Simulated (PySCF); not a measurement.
Problem. Give a PBE0-D3(BJ)/def2-SVP geometry of `[NH2][GeH2][Br]`.

Solution. 
```xyz
7
BrGeH4N angstrom
N     -1.1776    0.2382   -0.0145
Ge     0.4976   -0.4624    0.0007
Br     2.1663    1.1672   -0.0117
H     -1.4196    0.7912    0.8038
H     -1.4125    0.7685   -0.8497
H      0.6949   -1.2799   -1.2796
H      0.6878   -1.2472    1.3022
```

Any rigid rotation of these coordinates is as good. Atoms count from 1 in this order. Ge2 (germanium bonded to Br, N and 2 H) is distorted tetrahedral (angles from 105.9° to 114.9°). N1 (nitrogen bonded to Ge and 2 H) is pyramidal (angles 115.0°, 114.9° and 108.8°, sum 338.7°, 0.32 Å off the plane of its three neighbours).

Bonds between heavy atoms (Å): N1–Ge2 1.816, Ge2–Br3 2.332.

The calculation used PBE0-D3(BJ)/def2-SVP geometry optimisation, gas phase (PySCF 2.14.0).

Point group: Cs (tolerance 0.08 Å). Not checked by PBE0-D3(BJ)/def2-SVP frequencies. One conformer, not necessarily the lowest (H–N1–Ge2–Br3 -64° and 64°).
